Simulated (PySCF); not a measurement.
ZrFCl, triplet: structure and spectrum

Computed with PySCF, UPBE0, basis Zr def2-TZVP with ECP28, F def2-TZVP, Cl def2-TZVP (scalar-relativistic core potentials, no spin–orbit coupling, density fitting).

The structure is a minimum.

* Point group: Cs
* Bond lengths: Zr–Cl 2.353 Å, Zr–F 1.902 Å
* Bond angles: Cl–Zr–F 135.2°
* Principal polarisabilities: 62.9, 84.2, 86.0 bohr³
* Principal quadrupole moments (Buckingham, traceless) about the centre of mass: -9.44, 3.84, 5.59 D Å
* Heat capacity Cp at 298.15 K: 51.6 J/(mol K)
* Atomisation energy without zero-point energy: 1128 kJ/mol
* Dipole moment: 2.01 D
* Enthalpy at 298.15 K above 0 K: 13.12 kJ/mol
* Lowest empty level (α): -2.66 eV
* Entropy at 298.15 K and 1 bar (electronic part: spin only): 307.3 J/(mol K)
* Spin squared ⟨S²⟩: 2.004
* Rotational symmetry number: 1
* Zero-point energy: 6.7 kJ/mol
* Highest occupied level (α): -5.58 eV
* Rotational constants: 0.8833, 0.07785, 0.07155 cm⁻¹

Harmonic modes (masses in u: Zr 89.905, F 18.998, Cl 34.969):
```json
{"symmetry": "a'", "ω (cm⁻¹)": "86", "IR (km/mol)": "7.4", "μ (u)": "26.83", "type": "bend"}
{"symmetry": "a'", "ω (cm⁻¹)": "386", "IR (km/mol)": "56.8", "μ (u)": "40.65", "type": "stretch"}
{"symmetry": "a'", "ω (cm⁻¹)": "649", "IR (km/mol)": "145", "μ (u)": "22.09", "type": "stretch"}
```

Charges (e):
```csv
atom,Mulliken,Löwdin,polar tensor,spin (Mulliken),Mayer order to Zr1
Zr1,0.88,0.24,1.22,2.05,–
F2,-0.46,-0.26,-0.65,-0.02,0.94
Cl3,-0.42,0.02,-0.57,-0.04,1.05
```

Mulliken populations on Zr1 (electrons outside its core potential): s 2.69, p 6.21, d 2.16, f 0.06.

Formally Zr is in oxidation state +2, d2, with 2 unpaired electrons (the high-spin count). The Mulliken spin on Zr is 2.05. The polar-tensor charge on Zr, 1.22, is below the formal one.

This need not be the most stable arrangement of these atoms. Open d and f shells are described by one determinant, and the ground state may have another occupation or spin.

The final relaxation and frequency run took 58 s on 4 threads of a shared Arm Neoverse V1 host, with 108 basis functions and 17 gradients; the process peaked at 1 GiB.
